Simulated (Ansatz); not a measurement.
Molecule: sum formula NbO2Cl, charge 0, multiplicity 1. 
Geometry from a B3LYP-D3(BJ)/def2-TZVP (Ansatz, a quantum-chemistry and plane-wave program) optimisation:
```xyz
4

Nb     0.2552     0.0114     0.3311
O      1.6675    -0.7496    -0.2726
O     -0.4929    -1.0963     1.4042
Cl    -1.1682     0.8412    -1.3312
```
Charge 0, spin multiplicity 1.

Wanted: vertical ionisation energy (to the doublet state of charge +1; each state is the SCF solution reached for its spin; the UHF <S^2> is 1.16 for the doublet (pure: 0.75); for the doublet T1 is 0.060; for the singlet T1 is 0.030), in eV. Cores are frozen in the correlated levels unless marked. UHF or UKS for open shells. No spin-orbit coupling. Frozen are the shells of the preceding noble gas and the d and f shells that filled before the atom's block. In def2 rows, elements after Kr have scalar-relativistic effective core potentials. 

```
level                 program  vertical ionisation energy (eV)
--------------------  -------  -------------------------------
HF/def2-TZVPPD         Ansatz                             9.30
HF/def2-QZVPPD         Ansatz                             9.30
SVWN5/def2-TZVPD       Ansatz                            10.89
r2SCAN/def2-TZVPD      Ansatz                            10.72
B3LYP/def2-TZVPD       Ansatz                            10.90
PBE0/def2-TZVPD        Ansatz                            10.85
BHLYP/def2-TZVPD       Ansatz                            10.78
CAM-B3LYP/def2-TZVPD   Ansatz                            11.07
wB97M-V/def2-TZVPD     Ansatz                            11.06
wB97X-V/def2-TZVPD     Ansatz                            11.06
B2PLYP/def2-TZVPD      Ansatz                            11.23
RI-MP2/def2-TZVPPD     Ansatz                            12.92
RI-MP2/def2-QZVPPD     Ansatz                            12.99
CCSD/def2-SVPD         Ansatz                            10.81
```
